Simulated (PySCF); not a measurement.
**Predicted spectroscopic data**

- geometry from GFN2-xTB
- GIAO PBE0/pcSseg-1 shieldings
- program: PySCF 2.14
- one computed conformer, non-relativistic Hamiltonian, equivalent nuclei averaged, no solvent

Chemical shifts δ = σref − σ; $^{1}$H, $^{13}$C against TMS, all at this level. Splittings of carbon signals by F and P are missing where no couplings were computed. Where no couplings were computed, multiplicities follow the n + 1 count of equivalent neighbours, and m marks all less simple cases (inequivalent or close neighbours, rings, F or P nearby). Shifts are as computed. Against solution values, carbons near 30 ppm lie about +3 ppm off and those near 130 ppm about +5 ppm. Of 1211 compounds with measured shifts, 218 miss one by over three times the rms of a fit or turn the order of signals round; such compounds aren't used in these exercises.

Compound 1 (C7H14P2). $^{1}$H NMR (600 MHz, computed): δ 6.31 (m, 1H), 5.98 (m, 1H), 5.65 (m, 1H), 3.99 (m, 2H), 3.84 (m, 1H), 2.32 (m, 2H), 1.72 (m, 2H), 1.51 (m, 2H), -0.45 (m, 2H). $^{13}$C{$^{1}$H} NMR (computed): δ 152.1, 129.4, 25.9, 17.2, -3.1. Structure: `C=CP1(=C)CCPCC1`.

Compound 2 (C6H5F3NP). $^{1}$H NMR (600 MHz, computed): δ 9.72 (m, 1H), 7.82 (m, 1H), 3.00 (s, 3H). $^{13}$C{$^{1}$H} NMR (computed): δ 193.5, 175.7, 163.3, 131.1, 130.3, 29.4. Structure: `InChI=1S/C6H5F3NP/c1-4-2-3-11-5(10-4)6(7,8)9/h2-3H,1H3`.
